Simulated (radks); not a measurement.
The numbers below are computed, except where a source is named.
Species: the thulium ion Tm4+. Configuration: [Xe] 4f11.

Level of theory: Dirac Kohn-Sham, exchange-only LDA, spin-unpolarised, spherical densities, finite nucleus; open shells fill j = l - 1/2 first; Fermi nuclear charge, rms radius 5.2256 fm (a radial shooting solver on a logarithmic mesh with Libxc functionals).

Energy parts (eV):
| part | energy |
|---|---|
| total | -369043.39 |
| kinetic | 408617.66 |
| electron-nucleus | -911726.94 |
| Hartree | 141398.74 |
| exchange | -7332.86 |

Orbitals (lengths in bohr, moments of r in powers of bohr; r(max) is where P^2 peaks; r(90%) holds 90 % of the orbital's charge):
orbital  occ.  eigenvalue (eV)      <r>      <r^2>   r(max)  r(90%)  small-component weight
1s1/2       2        -59201.58  0.02003  0.0005494  0.01262  0.0363                6.68e-02
2s1/2       2        -10028.39  0.08436   0.008469  0.07213   0.131                1.49e-02
2p1/2       2        -9565.697  0.07011   0.006094  0.05404   0.116                1.50e-02
2p3/2       4        -8586.818  0.07749   0.007310  0.06037   0.126                1.37e-02
3s1/2       2        -2296.099   0.2208    0.05584   0.2037   0.324                4.83e-03
3p1/2       2        -2091.703   0.2104    0.05157   0.1913   0.316                4.78e-03
3p3/2       4        -1885.147   0.2243    0.05837   0.2045   0.336                4.42e-03
3d3/2       4        -1534.539   0.1974    0.04583   0.1611   0.308                4.30e-03
3d5/2       6        -1489.370   0.2017    0.04771   0.1647   0.313                4.20e-03
4s1/2       2        -495.1766   0.4972     0.2794   0.4646   0.715                1.57e-03
4p1/2       2        -412.8872   0.5051     0.2907   0.4661   0.736                1.49e-03
4p3/2       4        -365.7594   0.5369     0.3281   0.4942   0.781                1.35e-03
4d3/2       4        -229.8533   0.5618     0.3665   0.4952   0.844                1.17e-03
4d5/2       6        -221.2240   0.5729     0.3809   0.5042   0.861                1.13e-03
5s1/2       2         -99.7322    1.184      1.574    1.071    1.70                3.46e-04
5p1/2       2         -75.9569    1.304      1.919    1.154    1.89                2.84e-04
5p3/2       4         -69.0867    1.393      2.188    1.233    2.02                2.51e-04
4f5/2       6         -55.7145   0.7083     0.6380   0.4853    1.19                7.41e-04
4f7/2       5         -54.3662   0.7186     0.6577   0.4903    1.21                7.26e-04
5d3/2       0         -37.5306    1.846      3.894    1.566    2.75                1.40e-04
5d5/2       0         -36.8106    1.881      4.038    1.598    2.80                1.35e-04
6s1/2       0         -32.9335    2.691      8.060    2.510    3.80                8.27e-05
6p1/2       0         -26.6268    3.051      10.38    2.841    4.33                6.76e-05
6p3/2       0         -25.2399    3.205      11.46    3.000    4.54                6.29e-05
5f5/2       0         -15.4934    3.692      15.49    3.199    5.49                3.97e-05
5f7/2       0         -15.4516    3.708      15.62    3.217    5.51                3.99e-05

The highest occupied level is 4f7/2 at -54.366 eV. Summed over all electrons, <r^2> = 30.04 bohr^2, which gives a Langevin (diamagnetic) susceptibility term of -23.8 x 10^-6 cm^3/mol. The density falls to 0.001 e/bohr^3 at r = 2.96 bohr.
